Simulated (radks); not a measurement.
Trend from Mg to Ar: ionisation energy by Delta-SCF between NIST ground configurations, and size. Method: scalar-relativistic Kohn-Sham, PBE, spin-polarised, spherical densities, point nucleus; open shells are filled with parallel spins first; computed with a radial shooting solver on a logarithmic mesh with Libxc functionals.

species  configuration  configuration of the ion  IE (eV)  NIST (eV)  kind  r at 0.001 e/bohr^3 (bohr)
Mg            [Ne] 3s2                  [Ne] 3s1    7.623      7.646  exp.                        4.52
Al        [Ne] 3s2 3p1                  [Ne] 3s2    5.954      5.986  exp.                        4.54
Si        [Ne] 3s2 3p2              [Ne] 3s2 3p1    8.264      8.152  exp.                        4.41
P         [Ne] 3s2 3p3              [Ne] 3s2 3p2   10.538     10.487  exp.                        4.22
S         [Ne] 3s2 3p4              [Ne] 3s2 3p3   10.230     10.360  exp.                        4.07
Cl        [Ne] 3s2 3p5              [Ne] 3s2 3p4   13.047     12.968  exp.                        3.91
Ar                [Ar]              [Ne] 3s2 3p5   15.795     15.760  exp.                        3.75

Reference values: NIST Atomic Spectra Database (exp. = measured, semi-emp. = semi-empirical, theory = theoretical value adopted there). Open shells are spherical and high-spin; term and fine-structure splittings are not resolved.
